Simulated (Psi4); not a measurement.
C3H12AlNSi (SMILES C[SiH2][NH][Al]([CH3])[CH3]), singlet, at a GFN2-xTB geometry (such geometries of metal compounds can be far from the true shape), atoms displaced at random by about 0.03 Å a coordinate; HF/STO-3G, gradient in Psi4 1.11.

Here is a job for Psi4.
```
memory 2 GB

molecule {
0 1
  Si   -1.72711911    0.24040569   -0.66026656
  C    -3.25835227   -0.44072710    0.19944647
  N    -0.37789882   -0.09322456    0.37878086
  Al    1.48351030    0.00269928    0.24139572
  C     2.46566163   -0.66999260    1.83267953
  C     2.25378349    0.75850195   -1.48671468
  H    -1.56960327   -0.35700286   -1.93691115
  H    -1.88885370    1.66008926   -0.82796624
  H    -3.23517124   -1.46435541    0.26584237
  H    -4.13815750   -0.26888031   -0.40994444
  H    -3.45301851    0.00746014    1.15075424
  H    -0.67161221   -0.36618223    1.30463452
  H     3.53761897   -0.52659044    1.65624784
  H     2.20013893   -1.63664389    2.11536399
  H     2.23953628   -0.00978777    2.69646898
  H     2.13904158    1.76334534   -1.56172986
  H     3.26175252    0.43151417   -1.60591111
  H     1.65125623    0.26419437   -2.29888473
symmetry c1
no_reorient
no_com
}

set basis sto-3g

gradient('scf')
print_variables()
```

Question: Write the output that Psi4 gives for this input, abridged.

Answer: 
```
gradient() will perform analytic gradient computation.

   => Loading Basis Set <=

    Name: STO-3G
    Role: ORBITAL
    Keyword: BASIS

         ---------------------------------------------------------
                                   SCF
               by Justin Turney, Rob Parrish, Andy Simmonett
                          and Daniel G. A. Smith
                              RHF Reference
         ---------------------------------------------------------

  ==> Geometry <==

    Molecular point group: c1
    Full point group: C1

    Geometry (in Angstrom), charge = 0, multiplicity = 1:

       Center              X                  Y                   Z               Mass
    ------------   -----------------  -----------------  -----------------  -----------------
         SI          -1.727119110000     0.240405690000    -0.660266560000    27.976926534650
         C           -3.258352270000    -0.440727100000     0.199446470000    12.000000000000
         N           -0.377898820000    -0.093224560000     0.378780860000    14.003074004430
         AL           1.483510300000     0.002699280000     0.241395720000    26.981538530000
         C            2.465661630000    -0.669992600000     1.832679530000    12.000000000000
         C            2.253783490000     0.758501950000    -1.486714680000    12.000000000000
         H           -1.569603270000    -0.357002860000    -1.936911150000     1.007825032230
         H           -1.888853700000     1.660089260000    -0.827966240000     1.007825032230
         H           -3.235171240000    -1.464355410000     0.265842370000     1.007825032230
         H           -4.138157500000    -0.268880310000    -0.409944440000     1.007825032230
         H           -3.453018510000     0.007460140000     1.150754240000     1.007825032230
         H           -0.671612210000    -0.366182230000     1.304634520000     1.007825032230
         H            3.537618970000    -0.526590440000     1.656247840000     1.007825032230
         H            2.200138930000    -1.636643890000     2.115363990000     1.007825032230
         H            2.239536280000    -0.009787770000     2.696468980000     1.007825032230
         H            2.139041580000     1.763345340000    -1.561729860000     1.007825032230
         H            3.261752520000     0.431514170000    -1.605911110000     1.007825032230
         H            1.651256230000     0.264194370000    -2.298884730000     1.007825032230

  Running in c1 symmetry.

  Rotational constants: A =      0.12294  B =      0.03321  C =      0.02679 [cm^-1]
  Rotational constants: A =   3685.49946  B =    995.48099  C =    803.29265 [MHz]
  Nuclear repulsion =  339.281663405164068

  Charge       = 0
  Multiplicity = 1
  Electrons    = 64
  Nalpha       = 32
  Nbeta        = 32

  ==> Algorithm <==

  SCF Algorithm Type is DF.
  DIIS enabled.
  MOM disabled.
  Fractional occupation disabled.
  Guess Type is SAD.
  Energy threshold   = 1.00e-08
  Density threshold  = 1.00e-08
  Integral threshold = 1.00e-12

  ==> Primary Basis <==

  Basis Set: STO-3G
    Blend: STO-3G
    Number of shells: 34
    Number of basis functions: 50
    Number of Cartesian functions: 50
    Spherical Harmonics?: true
    Max angular momentum: 1

   => Loading Basis Set <=

    Name: (STO-3G AUX)
    Role: JKFIT
    Keyword: DF_BASIS_SCF

  ==> Integral Setup <==

  SCF_SUBTYPE=INCORE selected. In-core MEM_DF algorithm will be used.
  Using in-core AOs.

  ==> MemDFJK: Density-Fitted J/K Matrices <==

    J tasked:                   Yes
    K tasked:                   Yes
    wK tasked:                   No
    Algorithm:                 Core
    Schwarz Cutoff:           1E-12
    Mask sparsity (%):       4.4800
    Fitting Condition:        1E-10

   => Auxiliary Basis Set <=

  Basis Set: (STO-3G AUX)
    Blend: DEF2-UNIVERSAL-JKFIT
    Number of shells: 248
    Number of basis functions: 774
    Number of Cartesian functions: 910
    Spherical Harmonics?: true
    Max angular momentum: 4

  Minimum eigenvalue in the overlap matrix is 2.1300153589E-01.
  Reciprocal condition number of the overlap matrix is 9.0045272935E-02.
    Using symmetric orthogonalization.

  ==> Pre-Iterations <==

  SCF Guess: Superposition of Atomic Densities via on-the-fly atomic UHF (no occupation information).

   -------------------------
    Irrep   Nso     Nmo
   -------------------------
     A         50      50
   -------------------------
    Total      50      50
   -------------------------

  ==> Iterations <==

                           Total Energy        Delta E     RMS |[F,P]|

   @DF-RHF iter SAD:  -691.85145403269030   -6.91851e+02   0.00000e+00
   @DF-RHF iter   1:  -697.60033165968787   -5.74888e+00   5.76440e-03 ADIIS/DIIS
   @DF-RHF iter   2:  -697.65279796245147   -5.24663e-02   2.15765e-03 ADIIS/DIIS
   @DF-RHF iter   3:  -697.66017841746327   -7.38046e-03   3.38338e-04 ADIIS/DIIS
   @DF-RHF iter   4:  -697.66047725858664   -2.98841e-04   6.76363e-05 DIIS
   @DF-RHF iter   5:  -697.66049192576611   -1.46672e-05   1.79407e-05 DIIS
   @DF-RHF iter   6:  -697.66049354099380   -1.61523e-06   4.25068e-06 DIIS
   @DF-RHF iter   7:  -697.66049362971398   -8.87202e-08   5.48875e-07 DIIS
   @DF-RHF iter   8:  -697.66049363109903   -1.38505e-09   1.12896e-07 DIIS
   @DF-RHF iter   9:  -697.66049363115803   -5.90035e-11   2.25491e-08 DIIS
   @DF-RHF iter  10:  -697.66049363115951   -1.47793e-12   5.26045e-09 DIIS
  Energy and wave function converged.

  ==> Post-Iterations <==

    Orbital Energies [Eh]
    ---------------------

    Doubly Occupied:

[...]
    Virtual:

[...]
    Final Occupation by Irrep:
              A
    DOCC [    32 ]
    NA   [    32 ]
    NB   [    32 ]

  @DF-RHF Final Energy:  -697.66049363115951

   => Energetics <=

    Nuclear Repulsion Energy =            339.2816634051640676
    One-Electron Energy =               -1643.4114755632299421
    Two-Electron Energy =                 606.4693185269062496
    Total Energy =                       -697.6604936311595111

Computation Completed

Properties will be evaluated at   0.000000,   0.000000,   0.000000 [a0]

Properties computed using the SCF density matrix

 Multipole Moments:

 ------------------------------------------------------------------------------------
     Multipole            Electronic (a.u.)      Nuclear  (a.u.)        Total (a.u.)
 ------------------------------------------------------------------------------------

 L = 1.  Multiply by 2.5417464519 to convert [e a0] to [Debye]
 Dipole X            :         -2.2902700            2.4569459            0.1666759
 Dipole Y            :         -0.3037662            0.2495426           -0.0542236
 Dipole Z            :         -0.5791500            0.6922272            0.1130772
 Magnitude           :                                                    0.2085846

 ------------------------------------------------------------------------------------

         ------------------------------------------------------------
                                   SCF GRAD
                          Rob Parrish, Justin Turney,
                       Andy Simmonett, and Alex Sokolov
         ------------------------------------------------------------

  ==> Geometry <==

    Molecular point group: c1
    Full point group: C1

    Geometry (in Angstrom), charge = 0, multiplicity = 1:

       Center              X                  Y                   Z               Mass
    ------------   -----------------  -----------------  -----------------  -----------------
         SI          -1.727119110000     0.240405690000    -0.660266560000    27.976926534650
         C           -3.258352270000    -0.440727100000     0.199446470000    12.000000000000
         N           -0.377898820000    -0.093224560000     0.378780860000    14.003074004430
         AL           1.483510300000     0.002699280000     0.241395720000    26.981538530000
         C            2.465661630000    -0.669992600000     1.832679530000    12.000000000000
         C            2.253783490000     0.758501950000    -1.486714680000    12.000000000000
         H           -1.569603270000    -0.357002860000    -1.936911150000     1.007825032230
         H           -1.888853700000     1.660089260000    -0.827966240000     1.007825032230
         H           -3.235171240000    -1.464355410000     0.265842370000     1.007825032230
         H           -4.138157500000    -0.268880310000    -0.409944440000     1.007825032230
         H           -3.453018510000     0.007460140000     1.150754240000     1.007825032230
         H           -0.671612210000    -0.366182230000     1.304634520000     1.007825032230
         H            3.537618970000    -0.526590440000     1.656247840000     1.007825032230
         H            2.200138930000    -1.636643890000     2.115363990000     1.007825032230
         H            2.239536280000    -0.009787770000     2.696468980000     1.007825032230
         H            2.139041580000     1.763345340000    -1.561729860000     1.007825032230
         H            3.261752520000     0.431514170000    -1.605911110000     1.007825032230
         H            1.651256230000     0.264194370000    -2.298884730000     1.007825032230

  Nuclear repulsion =  339.281663405164068

  ==> Basis Set <==

  Basis Set: STO-3G
    Blend: STO-3G
    Number of shells: 34
    Number of basis functions: 50
    Number of Cartesian functions: 50
    Spherical Harmonics?: true
    Max angular momentum: 1

  ==> DFJKGrad: Density-Fitted SCF Gradients <==

    Gradient:                    1
    J tasked:                  Yes
    K tasked:                  Yes
    wK tasked:                  No
    Integrals threads:           1
    Schwarz Cutoff:          1E-12
    Fitting Condition:       1E-10

   => Auxiliary Basis Set <=

  Basis Set: (STO-3G AUX)
    Blend: DEF2-UNIVERSAL-JKFIT
    Number of shells: 248
    Number of basis functions: 774
    Number of Cartesian functions: 910
    Spherical Harmonics?: true
    Max angular momentum: 4

  -Total Gradient:
     Atom            X                  Y                   Z
    ------   -----------------  -----------------  -----------------
       1        0.000836767807    -0.004402817601    -0.027137454566
       2        0.008266901781    -0.052144333100     0.039292197694
       3       -0.075157368868    -0.006272268030     0.019803762056
       4        0.040989595590    -0.004668280862     0.009693181512
       5        0.004444399469    -0.087911394149     0.028909531239
       6        0.054758041197     0.121842436329    -0.037782242032
       7       -0.000109921177     0.000817640457     0.004161711091
       8        0.000992454586     0.006646440426     0.003704033735
       9       -0.010194674557     0.057923122412    -0.015489979336
      10       -0.000783522458    -0.008705623084    -0.000035844766
      11       -0.002951716631    -0.000823392847    -0.011300729846
      12        0.005612387946     0.003772134105    -0.009662563473
      13        0.009133425963     0.017258979088    -0.005264233821
      14        0.000312601680     0.040018339455    -0.007081149614
      15       -0.001020284545     0.014003601709     0.016739906550
      16        0.000859319632    -0.071249801541     0.007260668784
      17       -0.015526011774    -0.006072249163     0.004368438245
      18       -0.020462395654    -0.020032533605    -0.020179233453

  Variable Map:
  ----------------------------------------------------------------------------
[...]
  Array Variable Map:
  ----------------------------------------------------------------------------
[...]
[...]
```
